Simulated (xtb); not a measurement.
Al(H)(OMe)(SH) (CH5AlOS), SMILES [SH][AlH][O]C. All values are semi-empirical tight-binding results from xtb (GFN2-xTB unless named), good for trends rather than for accurate numbers. Geometry optimised at GFN2-xTB. One conformer was computed; it need not be the lowest.

Optimised geometry:

```xyz
9

Al    -0.0864    -0.2449     0.6682
H     -0.2734    -0.9257     2.0115
O     -0.0196    -1.2023    -0.6622
C      0.0299    -2.0694    -1.7624
H      0.0732    -1.4925    -2.6879
H      0.9162    -2.7032    -1.6930
H     -0.8607    -2.7010    -1.7747
S      0.0812     1.9385     0.5887
H     -0.0534     2.0254     1.9092
```

A frequency run showed that this geometry is not a minimum.

For metal compounds this method's bond lengths and energies can be far off.

The orbital gap is 4.11 eV.

Give the atomic charges and the Wiberg bond orders between heavy atoms. (Estimate from the structure and the level; the computed values follow.)

charges (e) Al1 0.39, H2 -0.12, O3 -0.33, C4 0.04, H5 0.05, H6 0.05, H7 0.05, S8 -0.31, H9 0.18. Bond orders Al1–O3 1.39, O3–C4 0.96, Al1–S8 1.22.
